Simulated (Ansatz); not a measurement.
`C=C[SiH](Br)C=C`, relaxed with RKS PBE-D4/def2-SVP in the Gaussian-basis code of Ansatz from a rough embedded geometry. The force threshold is 0.03 eV/Å; the program also tests the step.

Total charge 0; spin multiplicity 1.

Start:

```xyz
13

C     1.242    0.633    2.064
C     0.573    1.183    1.024
Si    0.312    0.501   -0.676
Br    2.315    0.175   -1.611
C    -0.632   -1.033   -0.660
C    -1.762   -1.297   -1.382
H     1.676   -0.374    1.926
H     1.318    1.102    2.970
H     0.101    2.191    1.173
H    -0.402    1.571   -1.490
H    -0.265   -1.783    0.015
H    -2.256   -2.237   -1.286
H    -2.221   -0.629   -2.067
```

```
         step  energy (eV)  largest force (eV/Å)  largest move (Å)
            1  -82151.6114                 3.530             0.000
            2  -82151.8535                 1.365             0.155
            3  -82151.9056                 0.697             0.109
            4  -82151.9231                 0.704             0.097
            5  -82151.9455                 0.230             0.088
            6  -82151.9505                 0.044             0.089
            7  -82151.9568                 0.271             0.150
            8  -82151.9609                 0.625             0.195
            9  -82151.9740                 0.441             0.070
           10  -82151.9924                 0.196             0.193
           11  -82152.0047                 0.145             0.200
           12  -82152.0134                 0.049             0.121
           13  -82152.0139                 0.403             0.173
           14  -82152.0197                 0.097             0.022
           15  -82152.0210                 0.069             0.013
           16  -82152.0221                 0.042             0.042
           17  -82152.0225                 0.050             0.057
18 (rejected)  -82152.0199                 0.206             0.035
           19  -82152.0226                 0.027             0.017
```

End:

```xyz
13

C     1.525    1.012    1.959
C     0.417    0.965    1.195
Si    0.330    0.311   -0.558
Br    2.406   -0.317   -1.185
C    -0.819   -1.158   -0.698
C    -1.880   -1.173   -1.531
H     2.498    0.662    1.575
H     1.507    1.400    2.992
H    -0.540    1.327    1.619
H    -0.139    1.368   -1.521
H    -0.625   -2.041   -0.062
H    -2.565   -2.037   -1.596
H    -2.114   -0.318   -2.190
```

Run time 66 s (2 threads of an AMD EPYC 7R13 on a shared host); peak host memory 0.58 GiB.
